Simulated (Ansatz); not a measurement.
Species: HCl₃SSi, SMILES `S[Si](Cl)(Cl)Cl` (charge 0, multiplicity 1).

Task: Give a relaxed geometry from r2SCAN-D4/def2-TZVP run with Ansatz (a program for electronic structure).

Result: the end point of this relaxation (outside a Z-matrix the atoms follow the SMILES, hydrogens last).
Z-matrix (Å, degrees):
```
Si
Cl 1 2.0312
Cl 1 2.0374 2 109.59
Cl 1 2.0374 2 109.59 3 117.25
S 1 2.1087 2 106.00 4 121.38
H 5 1.3469 1 92.84 2 -180.00
```
